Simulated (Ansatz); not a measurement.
Consider the redistribution: `[CH3][Al]([OH])[Br]` + `O[SiH](O)S[SiH2]Cl` → `[CH3][Al]([Cl])[Br]` + `O[SiH2]S[SiH](O)O`.

Calculated with Ansatz (gas phase, PBE0-D4/def2-TZVP geometries, no zero-point term in ΔE). CCSD(T)/CBS adds triple-zeta CCSD(T) − MP2 to the extrapolated MP2 energy (def2 sets, frozen cores). Functionals use def2-TZVPP. B3LYP here is the variant with VWN-RPA as its local correlation; programs differ in this. For Br outer-core shells are correlated without core-valence functions, which leaves a few kJ/mol of doubt a bond. Scalar relativity is left out up to krypton. Each species was taken in one conformer, which may not be the lowest.

```json
{"level": "PBE-D4", "ΔE (kJ/mol)": "-25.1", "difference from CCSD(T)/CBS": "3.3"}
{"level": "PBE0-D4", "ΔE (kJ/mol)": "-27.7", "difference from CCSD(T)/CBS": "0.7"}
{"level": "B3LYP-D4", "ΔE (kJ/mol)": "-27.3", "difference from CCSD(T)/CBS": "1.1"}
{"level": "ωB97X-V", "ΔE (kJ/mol)": "-28.3", "difference from CCSD(T)/CBS": "0.1"}
{"level": "ωB97M-V", "ΔE (kJ/mol)": "-28.5", "difference from CCSD(T)/CBS": "-0.1"}
{"level": "B2PLYP", "ΔE (kJ/mol)": "-26.8", "difference from CCSD(T)/CBS": "1.6"}
{"level": "PBE0", "ΔE (kJ/mol)": "-27.0", "difference from CCSD(T)/CBS": "1.4"}
{"level": "B3LYP", "ΔE (kJ/mol)": "-25.7", "difference from CCSD(T)/CBS": "2.7"}
{"level": "HF/def2-TZVPP", "ΔE (kJ/mol)": "-31.6", "difference from CCSD(T)/CBS": "-3.2"}
{"level": "MP2/def2-TZVPP", "ΔE (kJ/mol)": "-27.3", "difference from CCSD(T)/CBS": "1.1"}
{"level": "SCS-MP2/def2-TZVPP", "ΔE (kJ/mol)": "-26.8", "difference from CCSD(T)/CBS": "1.6"}
{"level": "CCSD/def2-TZVPP", "ΔE (kJ/mol)": "-28.5", "difference from CCSD(T)/CBS": "-0.1"}
{"level": "HF/def2-QZVPP", "ΔE (kJ/mol)": "-31.1", "difference from CCSD(T)/CBS": "-2.7"}
{"level": "HF/CBS(def2)", "ΔE (kJ/mol)": "-31.1", "difference from CCSD(T)/CBS": "-2.7"}
{"level": "MP2/CBS(def2)", "ΔE (kJ/mol)": "-26.9", "difference from CCSD(T)/CBS": "1.5"}
{"level": "CCSD/CBS(def2)", "ΔE (kJ/mol)": "-28.2", "difference from CCSD(T)/CBS": "0.2"}
{"level": "CCSD(T)/CBS", "ΔE (kJ/mol)": "-28.4", "difference from CCSD(T)/CBS": "0"}
```

Largest T1 diagnostic among the species: 0.012.
